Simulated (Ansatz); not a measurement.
Relaxation of CH₃BFNS (8 atoms, charge 0, multiplicity 1), to a largest force component of 0.02 eV/Å in at most 50 steps.

Method: Ansatz 0.2.0, RKS B3LYP-D4/cc-pVDZ.

```xyz
8
Properties=species:S:1:pos:R:3:forces:R:3
B -0.266 1.596 0.017 -3.75 -2.32 2.55
N -0.374 0.220 0.527 -1.22 11.07 1.68
C 0.358 -0.719 0.082 4.68 -7.76 -0.75
F 1.389 -0.489 -0.884 1.32 0.27 1.11
S 0.237 -2.369 0.772 -0.16 0.24 -0.80
H -1.044 2.472 0.448 1.85 0.18 -0.12
H -0.284 -0.134 -0.577 -2.90 -1.22 -3.88
H -0.684 -2.718 -0.178 0.18 -0.45 0.21
```

Task: Where does it end, and by what steps?

Result: It converged. After 12 steps the energy has fallen by 7.542 eV; H7 moved furthest, 1.08 Å. The start is strongly strained (largest force component 11 eV/Å), so its close contacts needn't be bonds. Parted: N2–H7 (1.16 → 2.06 Å).

```csv
step,energy less start (eV),largest force component (eV/Å),accepted
0,0.0000,11.066,yes
1,-2.2110,7.876,yes
2,-4.1887,4.162,yes
3,-5.5991,3.665,yes
4,-6.6222,3.034,yes
5,-7.0880,1.420,yes
6,-7.2307,2.027,yes
7,-7.4253,0.761,yes
8,-7.4953,0.246,yes
9,-7.5244,0.283,yes
10,-7.5337,0.252,yes
11,-7.5418,0.047,yes
12,-7.5422,0.019,yes
```

```xyz
8
Properties=species:S:1:pos:R:3
B -0.517 1.712 0.545
N -0.228 0.590 0.088
C 0.128 -0.662 -0.386
F 1.499 -0.734 -0.590
S -0.396 -1.939 0.849
H -0.798 2.773 0.963
H -0.350 -0.883 -1.353
H -0.006 -2.998 0.091
```

Time of the run: 12 s on 2 threads of AMD EPYC 9R45 96-Core Processor (Zen 5), on a shared host, peak memory 0.19 GiB.
